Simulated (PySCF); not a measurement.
H2O2Os, neutral, multiplicity 3. Atoms are numbered in the order given.

```xyz
5

Os     0.0000     0.0000    -0.0161
O      0.0000    -1.8380    -0.0197
H      0.0000    -2.3908     0.7680
O      0.0000     1.8380    -0.0197
H      0.0000     2.3908     0.7680
```
Charge 0, spin multiplicity 3.

The structure is a stationary point at PBE0-D3(BJ)/def2-TZVP. A frequency run showed that this geometry is not a minimum. The spin state was assumed, not searched. The def2 effective core potentials stand for the cores of Os; spin–orbit coupling is left out. One conformer was computed; it need not be the lowest.

These are PySCF with PBE/def2-TZVPD values and carry that method's errors.

Problem. Estimate the frontier levels, dipole moment and polarisability. (Estimate from the structure and the level; the computed values follow.)

Solution. 
```
Quantity                                                                                                        Result
---------------------------------------------------------------------------------------------  -----------------------
α spin, highest occupied and lowest empty level                                                     -5.48 and -4.36 eV
β spin, highest occupied and lowest empty level                                                     -5.07 and -4.30 eV
dipole moment                                                                                                   2.13 D
quadrupole, principal values (traceless, Buckingham form, about the centre of nuclear charge)   -6.68, -0.62, 7.31 D·Å
mean static polarisability                                                                        57.3 bohr³ (8.49 Å³)
polarisability, principal values                                                                49.9, 51.1, 71.1 bohr³
⟨S²⟩                                                                                           2.009 (pure state 2.00)
```
